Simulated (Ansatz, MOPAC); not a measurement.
Molecule: CH2Br, net charge 0, doublet state. SMILES: [CH2]Br

Atoms: C1, Br2, H3, H4. Bonds: C1-Br2, C1-H3, C1-H4.

Bond lengths (Å) and angles (degrees) optimised at PM3 with MOPAC; HF/STO-3G with Ansatz (a quantum-chemistry and plane-wave program); B3LYP/LANL2DZ with Ansatz, each started from the B3LYP-D3(BJ)/def2-TZVP structure (Ansatz) of the last column. A row stands for all coordinates that are equal there. No wavenumbers were computed at HF/STO-3G, B3LYP/LANL2DZ, so these may be saddle points.

| coordinate | PM3 | HF/STO-3G | B3LYP/LANL2DZ | B3LYP-D3(BJ)/def2-TZVP |
|---|---|---|---|---|
| C1-Br2 | 1.865 | 1.860 | 1.929 | 1.856 |
| C1-H3 | 1.078 | 1.082 | 1.082 | 1.076 |
| Br2-C1-H3 | 118.3 | 119.7 | 117.2 | 117.7 |
| H3-C1-H4 | 123.4 | 120.6 | 125.6 | 124.5 |

Mean signed difference of all 3 bond lengths from B3LYP-D3(BJ)/def2-TZVP: PM3 0.004 Å, HF/STO-3G 0.005 Å, B3LYP/LANL2DZ 0.028 Å.
